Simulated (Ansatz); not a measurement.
The cluster Cu₃F₄, relaxed as a doublet with UKS r2SCAN-D4/def2-SVP in Ansatz, starting from the GFN1-xTB geometry. Force threshold 0.02 eV/Å.

The structure comes from a short search, and lower isomers may exist.

Start:

Cartesian coordinates in Å:
```
Cu 1.0693 0.2103 0.6727
Cu -0.8861 -0.8441 -0.3817
Cu -0.4273 1.5068 -0.7022
F -2.0767 0.5531 -0.4372
F 0.1236 -2.1971 -0.6418
F 0.7058 -0.7446 2.0420
F 1.4915 1.5156 -0.5518
```

Task: Estimate the energy that the relaxation releases and the steps that it takes.

Result: 58.7 kJ/mol, in 9 steps; 71 s on 4 threads of Arm Neoverse V2 on a shared host. No frequencies were taken in this run, so the end may be a saddle point.

Task: Does the start keep its bonding?

Result: Bonds formed: Cu1–F5, Cu2–F6 (atoms count from 1). The end is the same structure that another start reached.

Task: Predict the relaxed structure.

Result: 
```xyz
7

Cu    1.295   -0.145    0.395
Cu   -0.992   -0.926    0.115
Cu   -0.384    1.357   -0.645
F    -2.072    0.606   -0.375
F     0.577   -1.694   -0.639
F     0.098   -0.690    1.770
F     1.478    1.493   -0.622
```
Bond lengths (bridged metal pairs left out): 8 × Cu–F 1.87 to 2.00 Å.
